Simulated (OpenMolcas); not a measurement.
Ti+: thermal populations, worked from levels

- Program: OpenMolcas 26.06
- Basis: ANO-R3 [7s5p5d3f2g1h]
- Scalar Hamiltonian: X2C, finite nucleus
- Active space: 3 electrons in 6 orbitals (3d 4s)
- State averaging: 2S+1 = 4 even, 20 roots; 2S+1 = 2 even, 52 roots
- Spin-orbit coupling: RASSI with atomic mean-field integrals over the reference wave functions, term energies averaged over their components

Methods: CASSCF; MS-CASPT2, IPEA 0.25 Eh, imaginary shift 0.1 Eh (closed shells correlated: 3s 3p). Measured levels: NIST Handbook of Basic Atomic Spectroscopic Data.

**Thermal populations.** Z = Σ (2J + 1) exp(-E/kT) with k = 0.695035 cm-1/K, over the levels below. No other level of either list lies under 3870 cm-1, which is above 7 kT at each temperature.

| Level | 2J + 1 | MS-CASPT2 | measured |
| --- | --- | --- | --- |
| 3d2 4s 4F 3/2 | 4 | 0.0 | 0.0 |
| 3d2 4s 4F 5/2 | 6 | 88.6 | 94.1 |
| 3d2 4s 4F 7/2 | 8 | 213 | 226 |
| 3d2 4s 4F 9/2 | 10 | 373 | 393 |
| 3d3 4F 3/2 | 4 | 865 | 908 |
| 3d3 4F 5/2 | 6 | 956 | 984 |
| 3d3 4F 7/2 | 8 | 1081 | 1087 |
| 3d3 4F 9/2 | 10 | 1237 | 1216 |

```csv
T (K),"Z, MS-CASPT2","Z, measured levels","Ground level (%), MS-CASPT2","Ground level (%), measured levels"
300,12.670,12.223,31.6,32.7
```

At 300 K, kT = 209 cm-1, and the computed levels give Z = 4.000 + 3.923 + 2.880 + 1.671 + 0.063 + 0.061 + 0.045 + 0.027 = 12.670.

Term energies are means over components that CASPT2 splits; among the terms shown or strongly mixed into the levels shown the widest spread is 1000 cm-1 (3d3 4F, MS-CASPT2). Over all roots computed the reference weight is 0.88 to 0.93 in MS-CASPT2; the roots of lowest weight are the least certain, and an intruder state may touch them. Configurations are named by rounded mean occupations; where the s occupation lies near a half they are strongly mixed, a name can repeat and a true partner stay unpaired. A single d shell beside an s shell can misplace configurations of different d count against each other. No level of 3d 4s2 was computed, though it lies in the active space. Without dynamic correlation excited terms often stand tens of per cent too high (terms of higher spin than the ground term too low), and those without a measured partner can miss by more than the paired ones (holds for CASSCF). The CASPT2 spread within a term exceeds the gap to the next term for 3d2 4s 4F and 3d3 4F, so the order of their levels is uncertain, and so are names and mixing where such terms share a J (holds for MS-CASPT2). Computed and measured levels are paired by configuration, term and J; levels that our copy of the source lacks, or whose pairing is in doubt (as where it misses far off the trend of its configuration), stay unpaired and out of the deviations. Only configurations of the active space appear.
